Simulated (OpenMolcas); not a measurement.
An atom or ion with 12 electrons was computed by MS-CASPT2, IPEA 0.25 Eh, imaginary shift 0.1 Eh with spin-orbit coupling (OpenMolcas, ANO-RCC-VTZP, DKH2). The lowest levels that the run gave, each within 12 % of the measured value where one is at hand:

```
J  Parity  E (cm⁻¹)      g
0    even       0.0       
0     odd     36927       
1     odd     36978  1.501
2     odd     37080  1.501
1     odd     61780  1.000
0    even     93993       
1    even     94043  1.501
2    even     94130  1.488
2    even     94565  1.013
0    even    112645
```

Task: Which ion is it, and what are the configurations and terms?

Result: Al⁺ (Z = 13, charge +1; active space 2 electrons in 4 orbitals (3s 3p)). J, parity and g give the terms where levels are pure, and mixed ones are named by the computed weights; the size of the splittings, set against known spectra of the 12-electron sequence, gives the charge. In order, with the measured energies in cm⁻¹ (NIST Handbook of Basic Atomic Spectroscopic Data): 3s² ¹S₀, 3s 3p ³P°₀ (37393), 3s 3p ³P°₁ (37454), 3s 3p ³P°₂ (37578), 3s 3p ¹P°₁ (59852), 3p² ³P₀ (94085), 3p² ³P₁ (94147), 3p² ³P₂ (94269), 3p² ¹D₂ (85481), 3p² ¹S₀ (111637).

Over all roots computed the reference weight is 0.92 to 0.98; the roots of lowest weight are the least certain, and an intruder state may touch them. The ¹D term of p² mixes with s d, which this space lacks. Measured partners are found by configuration, term and J. A level has none where our copy of the source lacks it or the pairing is in doubt (some pairs that miss far off the trend of their configuration count as doubtful), and it then counts in no deviation. Levels of configurations outside the active space are missing.

° marks odd parity.
